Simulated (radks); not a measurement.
Question: The titanium ion Ti+, configuration [Ar] 3d1 4s2 (not the ground configuration). All-electron calculation, scalar-relativistic Kohn-Sham, PBE, spin-polarised, spherical densities, point nucleus; open shells are filled with parallel spins first. Program: a radial shooting solver on a logarithmic mesh with Libxc functionals. Some entries of the table are withheld. Estimate them.

| orbital | occ. | eigenvalue (eV) | <r> (bohr) |
|---|---|---|---|
| 1s down | 1 | -4882.089 | 0.06959 |
| 1s up | 1 | -4882.084 | 0.06959 |
| 2s up | 1 | -551.1181 | 0.3250 |
| 2s down | 1 | -550.7833 | 0.3248 |
| 2p up | 3 | -458.3320 | 0.2900 |
| 2p down | 3 | -458.0728 | 0.2899 |
| 3s up | 1 | (1) | (2) |
| 3s down | 1 | (3) | (4) |
| 3p up | 3 | -52.0143 | 1.065 |
| 3p down | 3 | -50.9904 | 1.066 |
| 3d up | 1 | -16.2851 | 1.349 |
| 3d down | 0 | -15.3632 | 1.370 |
| 4s up | 1 | -12.0582 | 2.985 |
| 4s down | 1 | -11.7927 | 3.024 |

Answer: 
(1) 3s up eigenvalue (eV): -76.0515
(2) 3s up <r> (bohr): 0.9960
(3) 3s down eigenvalue (eV): -75.0089
(4) 3s down <r> (bohr): 0.9966
